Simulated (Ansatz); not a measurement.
Basis sets compared for VO₂. Charge 0, multiplicity 2. Geometry PBE0-D4/def2-TZVP. Ansatz on 4 threads of Arm Neoverse V2 on a shared host; times are rough, and most runs start from earlier orbitals.

```xyz
3

V     0.521    0.182   -0.102
O    -0.748    0.801   -0.850
O     0.227   -0.983    0.952
```

The 6-31G sets use Cartesian d functions. B3LYP takes the VWN-RPA correlation. No other spin state of charge 0 was run.

Binding counts from free atoms (V quartet, O triplet) in the same basis, without a counterpoise term.

```csv
level,functions,energy (Eh),HOMO (eV),LUMO (eV),binding per atom (eV),wall time
PBE-D4/def2-SVP,59,-1093.8808,-4.51,-3.90,–,0.8 s
B3LYP-D4/6-31G,47,-1094.3556,-6.01,-3.47,3.77,1.1 s
PBE0-D4/def2-SVP,59,-1093.8393,-6.26,-2.96,3.95,1.1 s
```

Question: Estimate the rows for PBE-D4/def2-TZVP (with forces), B3LYP-D4/def2-TZVP, PBE0-D4/def2-TZVP.

Answer: 
```csv
level,functions,energy (Eh),HOMO (eV),LUMO (eV),binding per atom (eV),wall time
PBE-D4/def2-TZVP (with forces),107,-1094.1940,-4.92,-4.27,–,1 s
B3LYP-D4/def2-TZVP,107,-1094.5483,-6.37,-3.57,4.02,2.3 s
PBE0-D4/def2-TZVP,107,-1094.1519,-6.65,-3.25,–,3.2 s
```
